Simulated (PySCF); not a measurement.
Assigning NMR signals

Geometry:
```tsv
atom	x (Å)	y (Å)	z (Å)
C1	-2.610	-0.554	-0.294
C2	-1.753	0.022	0.836
C3	-0.302	-0.009	0.457
C4	0.313	1.069	-0.159
C5	1.653	1.009	-0.541
C6	2.252	2.128	-1.164
N7	2.736	3.036	-1.670
C8	2.403	-0.144	-0.310
C9	1.805	-1.229	0.301
C10	0.474	-1.146	0.669
F11	-0.089	-2.217	1.266
H12	-2.469	0.018	-1.209
H13	-3.661	-0.519	-0.020
H14	-2.339	-1.589	-0.487
H15	-2.054	1.051	1.036
H16	-1.908	-0.569	1.740
H17	-0.253	1.970	-0.346
H18	3.439	-0.183	-0.608
H19	2.354	-2.137	0.495
```

- geometry from GFN2-xTB
- GIAO PBE0/pcSseg-1 shieldings
- program: PySCF 2.14.0 with density-fitted response routines
- in vacuum, relativity neglected, single conformer, one averaged value for each set of equivalent atoms

Referencing at the same level of theory: 13C (σ = 186.93 ppm) and 1H (σ = 31.72 ppm) vs TMS.

Question: Assign these signals to the numbered atoms. 13C{1H} NMR (computed): δ 172.8, 142.4, 140.3, 139.4, 124.0, 122.5, 113.4, 27.7, 19.9.

Answer: 
172.8 → C10, aromatic carbon bearing fluorine: an ipso carbon deshielded by its heteroatom
142.4 → C4, aromatic CH
140.3 → C3, substituted aromatic carbon
139.4 → C8, aromatic CH: the aromatic region
124.0 → C6, nitrile carbon: this is the usual window of a C≡N carbon, which has no attached hydrogen
122.5 → C9, aromatic CH
113.4 → C5, substituted aromatic carbon
27.7 → C2, sp3 CH2 on an aromatic ring: aliphatic region, no heteroatom directly attached
19.9 → C1, methyl carbon: saturated and bonded to C and H only

C3 and C8; C6 and C9 lie closer than the usual error of such a calculation, so a measured spectrum could show them in the other order.

Question: Assign these signals to the numbered atoms. 1H NMR (300 MHz, computed): δ 7.85 (m, 1H), 7.83 (m, 1H), 7.42 (m, 1H), 2.81 (q, 2H), 1.24 (t, 3H).

Answer: 
7.85 → H17, hydrogen on an aromatic CH: ring-current deshielding
7.83 → H18, hydrogen on an aromatic CH
7.42 → H19, hydrogen on an aromatic CH
2.81 → H15/H16, hydrogen on an sp3 CH2 on an aromatic ring: benzylic-type position, deshielded by the ring
1.24 → H12/H13/H14, hydrogen on a methyl carbon

H17 and H18 lie closer than the usual error of such a calculation, so a measured spectrum could show them in the other order.

Splittings by 19F in the carbon and heteronuclear signals aren't shown, as no couplings were computed. Shifts are as computed. Against solution values, carbons near 30 ppm lie about +3 ppm off and those near 130 ppm about +5 ppm. Of 1211 compounds with measured shifts, 218 miss one by over three times the rms of a fit or turn the order of signals round; such compounds aren't used in these exercises. Multiplicities follow the n + 1 count of equivalent neighbours, as no J values were calculated; m marks all less simple cases, F and P coupling included.
